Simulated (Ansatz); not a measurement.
`BN(C)[SiH2]Cl` + `[F][Al]([Cl])[SeH]` → `C[Se][Al]([F])[Cl]` + `BN[SiH2]Cl`  (substitution at a C–N bond)

Computed with Ansatz on PBE0-D4/def2-TZVP structures; ΔE is electronic, products minus reactants. CCSD(T)/CBS adds triple-zeta CCSD(T) − MP2 to the extrapolated MP2 energy (def2 sets, frozen cores). DFT in def2-TZVPP. HSE06 is defined as in plane-wave codes. For Se outer-core shells are correlated without core-valence functions, which leaves a few kJ/mol of doubt a bond. Scalar relativity is left out up to krypton. Each species was taken in one conformer, which may not be the lowest.

Problem. Is it downhill or uphill in electronic energy at CCSD(T)/CBS, and by how much? (An estimate is asked.)

Solution. Ansatz gave: Downhill: ΔE = -22.4 kJ/mol.

Problem. What do these levels give: PBE-D4, BHLYP-D4, BLYP, PBE0, HSE06, BHLYP, LC-ωPBE, HF/def2-SVP, MP2/def2-SVP, CCSD/def2-SVP, MP2/def2-TZVPP, HF/CBS(def2)? (Estimate.)

Solution. Computed: PBE-D4 -22.0, BHLYP-D4 -22.8, BLYP -26.2, PBE0 -23.1, HSE06 -23.2, BHLYP -23.5, LC-ωPBE -20.3, HF/def2-SVP -13.7, MP2/def2-SVP -7.7, CCSD/def2-SVP -4.2, MP2/def2-TZVPP -24.2, HF/CBS(def2) -25.3 kJ/mol.

Largest T1 diagnostic among the species: 0.011.

Leaving LDA and LC-ωPBE aside and taking each functional with its dispersion term where it has one, the values, not all of them listed here, spread over 5.2 kJ/mol, from B2PLYP to CAM-B3LYP-D4. LDA lies +13.0 kJ/mol from PBE without D4. At CCSD(T), def2-SVP lies +19.0 kJ/mol from the extrapolated value and def2-TZVPP +1.2 kJ/mol.
